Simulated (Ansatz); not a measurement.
Reaction (ligand exchange at a B–F bond): `FBO[SiH3]` + silanol → `[SiH3]OBO[SiH3]` + H–F

Calculated with Ansatz (gas phase, PBE0-D4/def2-TZVP geometries, no zero-point term in ΔE). CCSD(T)/CBS is the MP2 limit (def2-TZVPP, def2-QZVPP) plus CCSD(T) − MP2 in def2-TZVPP, frozen cores. This one scheme is used for every species. DFT in def2-TZVPP. B3LYP here is the variant with VWN-RPA as its local correlation; programs differ in this. HSE06 is defined as in plane-wave codes. One conformer a species, not always the lowest.

| level | ΔE (kcal/mol) | difference from CCSD(T)/CBS |
| --- | --- | --- |
| LDA (SPW92) | 3.0 | 1.2 |
| PBE-D4 | 3.1 | 1.3 |
| revPBE-D4 | 2.2 | 0.4 |
| BLYP-D4 | 2.9 | 1.1 |
| r2SCAN-D4 | 3.7 | 1.9 |
| B97M-V | 4.2 | 2.4 |
| PBE0-D4 | 2.6 | 0.8 |
| B3LYP-D4 | 2.7 | 0.9 |
| r2SCANh-D4 | 3.5 | 1.7 |
| HSE06-D4 | 2.7 | 0.9 |
| BHLYP-D4 | 2.6 | 0.8 |
| CAM-B3LYP-D4 | 3.4 | 1.6 |
| ωB97X-V | 3.5 | 1.7 |
| PBE-QIDH | 2.9 | 1.1 |
| PBE | 4.5 | 2.7 |
| revPBE | 5.2 | 3.4 |
| PBE0 | 3.9 | 2.1 |
| B3LYP | 5.0 | 3.2 |
| r2SCANh | 4.0 | 2.2 |
| r2SCAN0 | 3.7 | 1.9 |
| HSE06 | 3.9 | 2.1 |
| BHLYP | 4.6 | 2.8 |
| CAM-B3LYP | 4.8 | 3.0 |
| LC-ωPBE | 4.2 | 2.4 |
| RPA@PBE/def2-TZVPP | 2.6 | 0.8 |
| HF/def2-SVP | 4.2 | 2.4 |
| MP2/def2-SVP | 2.9 | 1.1 |
| CCSD/def2-SVP | 3.1 | 1.3 |
| CCSD(T)/def2-SVP | 2.9 | 1.1 |
| HF/def2-TZVPP | 5.1 | 3.3 |
| MP2/def2-TZVPP | 2.1 | 0.3 |
| SCS-MP2/def2-TZVPP | 2.8 | 1.0 |
| CCSD/def2-TZVPP | 2.8 | 1.0 |
| CCSD(T)/def2-TZVPP | 2.4 | 0.6 |
| HF/def2-QZVPP | 5.0 | 3.2 |
| MP2/def2-QZVPP | 1.7 | -0.1 |
| SCS-MP2/def2-QZVPP | 2.4 | 0.6 |
| HF/CBS(def2) | 5.0 | 3.2 |
| MP2/CBS(def2) | 1.4 | -0.4 |
| CCSD/CBS(def2) | 2.1 | 0.3 |
| CCSD(T)/CBS | 1.8 | 0 |

Largest T1 diagnostic among the species: 0.013.

The D4 term adds −2.3 kcal/mol with B3LYP and −1.3 kcal/mol with PBE0; it sums over pairs of atoms, weighted by their polarisabilities, and B3LYP, whose exchange is more repulsive, gets the larger term. At CCSD(T), def2-SVP lies +1.1 kcal/mol from the extrapolated value and def2-TZVPP +0.6 kcal/mol.
